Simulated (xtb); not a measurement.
Input file for xtb: GFN-FF on AlClH2O2 (SMILES [OH][Al]([OH])[Cl]), a point of a torsion scan.

```
$ xtb mol.xyz --gfnff --sp --chrg 0 --uhf 0
6

O     -0.99609527    -0.89269457     0.21196386
Al    -0.21342832     0.51504591     0.50189287
O     -1.05076332     1.93105775     0.55039316
Cl     1.79472712     0.45743512     0.81118339
H     -1.47190474    -1.66968645    -0.03345244
H     -1.16643013     2.86329045     0.65095849
```

Q: Give the final energy of this run.

A: -0.5944 hartree.
